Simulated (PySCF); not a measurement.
# C4H6FN2Si: g tensor and hyperfine couplings

Species: C4H6FN2Si (doublet state).
Numbering: `[N:1]#[C:2][C@:3]1([F:4])[CH2:5][CH2:6][Si:7]1[NH2:8]` (hydrogens: H9, H10 on C5; H11, H12 on C6; H13, H14 on N8)

Cartesian coordinates in Å at the GFN2-xTB level; atoms count from 1:
```
atom  x, y, z in Å
N1     0.032    2.623    1.262
C2    -0.355    1.854    0.502
C3    -0.675    0.830   -0.430
F4    -1.455    1.324   -1.466
C5    -1.281   -0.446    0.180
C6    -0.316   -1.549   -0.280
Si7    0.894   -0.234   -1.019
N8     2.162    0.153    0.080
H9    -2.294   -0.585   -0.199
H10   -1.318   -0.368    1.266
H11    0.085   -2.139    0.542
H12   -0.773   -2.231   -0.991
H13    2.237    1.073    0.487
H14    3.056   -0.307    0.043
```

The hyperfine couplings belong to this conformer and change with its torsions.

Method: UKS B3LYP, pcH-1 on C F H N Si, non-relativistic, mean-field spin-orbit, GIAO (PySCF). One conformer (not necessarily the lowest) at the GFN2-xTB geometry, without solvent, vibrations or thermal averaging. Couplings are sensitive to structure, and on GFN2-xTB geometries they can be far from those on DFT ones, by a factor of two or more for some ions and for spin on atoms past the first row. Stability of the SCF solution: not tested.

```json
{
 "g1, g2, g3": "2.00133, 2.00244, 2.00359",
 "g_iso": "2.00245",
 "Form of g": "rhombic: the two nearest values differ by 49 % of g3 − g1",
 "⟨S²⟩": "0.7528 (exact 0.7500)",
 "α and β electrons": "34, 33",
 "HOMO–LUMO gap, α and β orbitals": "4.99, 4.37 eV"
}
```

Isotropic coupling and dipolar principal values T1 to T3, in MHz:

```csv
atom,isotope,a_iso,of which spin–orbit,T1,T2,T3,Mulliken spin population
N1,14N,0.6,0.0,-1.1,-1.0,2.0,0.02
C2,13C,-2.9,0.0,-1.1,-0.5,1.6,-0.01
C3,13C,5.2,0.0,-7.6,-6.8,14.3,0.04
F4,19F,19.2,0.2,-11.7,-3.2,14.9,0.00
C5,13C,3.6,0.0,-2.5,-1.8,4.3,0.00
C6,13C,62.6,0.0,-15.6,-14.7,30.3,0.13
Si7,29Si,-518.2,0.8,-128.6,61.2,67.4,0.67
N8,14N,8.3,0.0,-8.9,-8.6,17.4,0.15
H9,1H,26.8,0.0,-1.9,-0.6,2.6,0.01
H10,1H,8.6,0.0,-1.8,-0.9,2.7,0.00
H11,1H,1.6,0.0,-7.6,-1.2,8.8,0.00
H12,1H,-8.8,0.0,-7.7,-2.9,10.6,-0.01
H13,1H,-6.5,0.0,-10.7,-2.8,13.5,0.00
H14,1H,-7.1,0.0,-10.2,-4.9,15.1,0.00
```

The largest Mulliken spin populations are on Si7 (+0.67), N8 (+0.15) and C6 (+0.13). The angles at Si7 add up to 293.4°, so it is pyramidal.

Under fast tumbling the dipolar parts average out, and these isotropic splittings remain (the largest six): 1 × 1H (H9, I = 1/2, 2 lines) with 0.96 mT, 1 × 19F (F4, I = 1/2, 2 lines) with 0.68 mT, 1 × 1H (H12, I = 1/2, 2 lines) with 0.31 mT, 1 × 1H (H10, I = 1/2, 2 lines) with 0.31 mT, 1 × 14N (N8, I = 1, 3 lines) with 0.30 mT and 1 × 1H (H14, I = 1/2, 2 lines) with 0.25 mT.

H13 and H14 aren't averaged: N8 is flat or nearly so (angle sum 354°), and its turn about the short N8–Si7 bond (1.72 Å) is taken as slow.

The 13C coupling of C6 (62.6 MHz) shows only in satellite lines or after enrichment, since that isotope makes up about 1.07 % of natural carbon.

The 29Si coupling of Si7 (-518.2 MHz) shows only in satellite lines or after enrichment, since that isotope makes up about 4.7 % of natural silicon.

Hardware: one thread, Arm Neoverse V1 (aarch64), no GPU, on a shared host. Cost: 94 s wall (grids of density and orbitals included), 1.0 GiB resident at most.
